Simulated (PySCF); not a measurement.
PySCF 2.14 output of a UHF calculation on a single atom or ion in aug-cc-pVQZ-PP with one added diffuse shell each of s, p, d, f, g type with ECP10MDF (8s7p6d4f3g, 114 functions), with a scalar-relativistic core potential:

```
SCF conv_tol = 1e-09
number electrons alpha = 13  beta = 12
cycle= 1 E= -414.937323433993  delta_E= -3.52e-11  |g|= 2.14e-06  |ddm|= 1.87e-05
converged SCF energy = -414.937323433993  <S^2> = 0.78376561  2S+1 = 2.0334853
```

The run itself started from symmetry-adapted Hartree-Fock orbitals and held the occupation by maximum overlap, so the iterations belong to that start.

Question: Which element, charge and spin multiplicity is this?

Answer: Br (bromine, neutral), multiplicity 2; the state was [Ar] 3d10 4s1 4p6, 2S determinant (an excited configuration).

Energies and moments cover only the electrons outside the core potential.
